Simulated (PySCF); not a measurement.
# Heteronuclear NMR

Mapped SMILES: `[CH2:1]=[C:2]=[CH:3][C:4]#[C:5][C:6]([F:7])([F:8])[F:9]`. Each H is labelled by its parent atom.

Computed data (PySCF): shieldings: GIAO PBE0/pcSseg-1, structure optimised with PBE0-D3(BJ)/def2-SVP, spin–spin couplings from B3LYP/pcJ-1 (spin–dipole term only in couplings to heteroatoms). A single conformation, fast rotation and ring inversion assumed for equivalent nuclei, isolated molecule, no relativistic terms.

Problem. What are the 19F shifts?

Solution. 
```csv
atoms,environment,σ (ppm),δ (ppm)
F7/F8/F9,fluorine of a CF3 group,240.3,-50.7
```

Shieldings were converted by a linear fit to measured shifts: 19F: δ = 160.63 − 0.942σ +14.9 on sp3 carbon (rms 6.9 ppm, 221 shifts, 7.7 ppm with the 5 outliers that the fit left out vs CFCl3, solution or neat liquid). Occasional misses reach two or three times the rms, and more in compound classes unlike the fitted ones. Couplings are scaled by factors fitted to measured values: 2J(H,H) × 0.91 (rms 0.6 Hz), 1J(C,F) × 0.77 (rms 7.3 Hz), 2J(C,F) × 1.09 (rms 1.9 Hz, 5.0 with 1 outliers), 3J(C,F) × 1.48 (rms 1.3 Hz); all others are unscaled and can be 10–30 % off.

Couplings (the largest are listed; each averaged over equivalent pairs): 1J(C6,F7) = -250.0 Hz, 2J(F7,F8) = 84.4 Hz, 2J(C5,F7) = 61.9 Hz, 3J(C4,F7) = 8.6 Hz.

On a 500 MHz spectrometer 19F resonates near 470.5 MHz, so 1 ppm is 470.5 Hz.
